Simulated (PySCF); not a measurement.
## Finite-field polarisability of Pb (lead, neutral)

[Xe] 4f14 5d10 6s2 6p2, high-spin 3P determinant. Computed with PySCF 2.14 in aug-cc-pVDZ-PP with ECP60MDF (5s4p3d, 32 functions), with scalar relativity through the core potential. Frozen: 5s2 5p6 5d10. Energy changes in a uniform field (μhartree):

```json
{"axis": "x", "F (au)": "0.0021", "HF": "-101.492", "MP2": "-100.565", "CCSD": "-100.096", "CCSD(T)": "-100.205"}
{"axis": "x", "F (au)": "0.0042", "HF": "-405.997", "MP2": "-402.286", "CCSD": "-400.411", "CCSD(T)": "-400.847"}
{"axis": "y", "F (au)": "0.0017", "HF": "-100.377", "MP2": "-100.488", "CCSD": "-100.274", "CCSD(T)": "-100.424"}
{"axis": "y", "F (au)": "0.0034", "HF": "-401.973", "MP2": "-402.411", "CCSD": "-401.555", "CCSD(T)": "-402.157"}
{"axis": "z", "F (au)": "0.0017", "HF": "-100.377", "MP2": "-100.488", "CCSD": "-100.274", "CCSD(T)": "-100.424"}
{"axis": "z", "F (au)": "0.0034", "HF": "-401.973", "MP2": "-402.411", "CCSD": "-401.555", "CCSD(T)": "-402.157"}
```

Derive α along x at CCSD(T) from the two fields.

With ΔE = −αF²/2 − γF⁴/24, α = −(16 ΔE(F) − ΔE(2F))/(6F²) = 45.44 bohr³.

And the mean polarisability at each level?

HF 61.63, MP2 61.55, CCSD 61.38, CCSD(T) 61.46 bohr³. Reference: 47 ± 3 bohr³ (recommended; Schwerdtfeger and Nagle, table of static dipole polarizabilities (2023 update)).

CCSD(T) lies more than 5 % above the reference; correlation of the frozen inner shells, absent here, would lower it, and spin-orbit coupling is absent too.

Spin-orbit coupling is strong in this species (close to jj coupling), so the high-spin LS determinant is a model state, not a physical level.

A double-zeta set is small for polarisabilities.
